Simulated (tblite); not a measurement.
Species: C₇H₁₄N₂.
Numbering: `[CH3:1][CH2:2][NH:3][N:4]=[C:5]1[CH2:6][CH2:7][CH2:8][CH2:9]1` (hydrogens: H10, H11, H12 on C1; H13, H14 on C2; H15 on N3; H16, H17 on C6; H18, H19 on C7; H20, H21 on C8; H22, H23 on C9)

Structure used (GFN2-xTB), in Å, numbered top down from 1:
```xyz
23
C7H14N2 angstrom
C      3.4161   -0.4082   -0.3603
C      2.7843   -0.3164    1.0295
N      1.3600   -0.5580    1.0314
N      0.6110    0.4980    0.6428
C     -0.5599    0.3647    0.1846
C     -1.4144    1.5576   -0.1430
C     -2.8276    0.9814   -0.2183
C     -2.6093   -0.4211   -0.7871
C     -1.3368   -0.9058   -0.0912
H      3.2657   -1.4001   -0.7840
H      4.4836   -0.2146   -0.3039
H      2.9608    0.3266   -1.0204
H      2.9304    0.6849    1.4380
H      3.2456   -1.0459    1.7016
H      1.0940   -1.4701    0.6604
H     -1.1155    1.9643   -1.1132
H     -1.3044    2.3474    0.5977
H     -3.4960    1.5816   -0.8342
H     -3.2524    0.9108    0.7847
H     -2.4401   -0.3567   -1.8639
H     -3.4590   -1.0811   -0.6135
H     -1.5728   -1.4018    0.8554
H     -0.7684   -1.6104   -0.7050
```

All values are computed: GFN2-xTB (tblite) harmonic vibrations without scaling, gas phase. The method is semi-empirical: single wavenumbers can be off by several per cent or more. One conformer, not necessarily the lowest.

Harmonic wavenumbers (cm⁻¹): 52.6, 61.0, 101.2, 142.1, 214.3, 222.6, 281.1, 327.6, 423.1, 450.5, 470.0, 572.2, 625.6, 685.0, 795.5, 828.7, 866.0, 877.3, 934.3, 942.3, 971.2, 1011.7, 1025.3, 1045.7, 1083.0, 1095.9, 1109.3, 1146.8, 1156.3, 1202.5, 1204.7, 1209.4, 1223.6, 1263.7, 1272.5, 1299.0, 1314.0, 1317.7, 1322.4, 1388.1, 1400.4, 1453.4, 1466.4, 1467.7, 1489.7, 1495.7, 1500.3, 1501.5, 1735.8, 2930.9, 2945.2, 2950.8, 2955.7, 2973.3, 2987.8, 2995.4, 2999.7, 3008.1, 3016.4, 3021.6, 3041.2, 3046.1, 3248.4.

A = 4254, B = 758.3, C = 718.8 MHz; mass 126.116 u (most abundant isotopes); point group C1, symmetry number 1.

Q: What is the zero-point energy?

A: ½Σν̃ = 44584 cm⁻¹ = 127.47 kcal/mol.

Q: What is S at 350 K and 1 bar for an ideal gas of classical rigid rotors and harmonic oscillators?

A: Translation 41.23, rotation 29.80, vibration 33.15: S = 104.2 cal/(mol K).

Q: And Cp and H(350 K) − H(0)?

A: Cp = 44.66 cal/(mol K), of which vibrations give 36.71 (their classical limit is 63 R = 125.2); H(350 K) − H(0) = 8.90 kcal/mol without the zero-point energy, 6.11 from vibrations.

Q: What must be added to the electronic energy to get the Gibbs energy at 350 K and 1 bar?

A: ZPE + [H(350 K) − H(0)] − T·S = 127.47 + 8.90 − 36.46 = 99.91 kcal/mol.

Q: Which modes carry the vibrational entropy at 350 K?

A: 52.6 cm⁻¹: 5.03; 61.0 cm⁻¹: 4.74; 101.2 cm⁻¹: 3.74; 142.1 cm⁻¹: 3.08; 214.3 cm⁻¹: 2.30; 222.6 cm⁻¹: 2.23 cal/(mol K); the other 57 give 12.01 together.

Q: How do the functions run with temperature in this model?

A: 
```json
{"T (K)": "150", "S (cal/(mol K))": "77.6", "Cp (cal/(mol K))": "22.6", "H − H(0) (kcal/mol)": "2.31", "G − H(0) (kcal/mol)": "-9.33", "ln q(vib)": "2.94"}
{"T (K)": "250", "S (cal/(mol K))": "91.3", "Cp (cal/(mol K))": "32.6", "H − H(0) (kcal/mol)": "5.04", "G − H(0) (kcal/mol)": "-17.79", "ln q(vib)": "5.41"}
{"T (K)": "298.15", "S (cal/(mol K))": "97.5", "Cp (cal/(mol K))": "38.3", "H − H(0) (kcal/mol)": "6.75", "G − H(0) (kcal/mol)": "-22.34", "ln q(vib)": "6.60"}
{"T (K)": "400", "S (cal/(mol K))": "110.5", "Cp (cal/(mol K))": "50.7", "H − H(0) (kcal/mol)": "11.28", "G − H(0) (kcal/mol)": "-32.93", "ln q(vib)": "9.16"}
{"T (K)": "600", "S (cal/(mol K))": "135.2", "Cp (cal/(mol K))": "71.3", "H − H(0) (kcal/mol)": "23.60", "G − H(0) (kcal/mol)": "-57.54", "ln q(vib)": "14.36"}
{"T (K)": "900", "S (cal/(mol K))": "168.3", "Cp (cal/(mol K))": "91.4", "H − H(0) (kcal/mol)": "48.26", "G − H(0) (kcal/mol)": "-103.19", "ln q(vib)": "22.18"}
```

q(vib) and H(0) count from the zero-point level.

Hindered rotation and anharmonicity are outside this model. Other conformers, if any are populated, would add a mixing term that is left out. The structure is chiral; the term R ln 2 for an equal mix with its mirror image is left out.
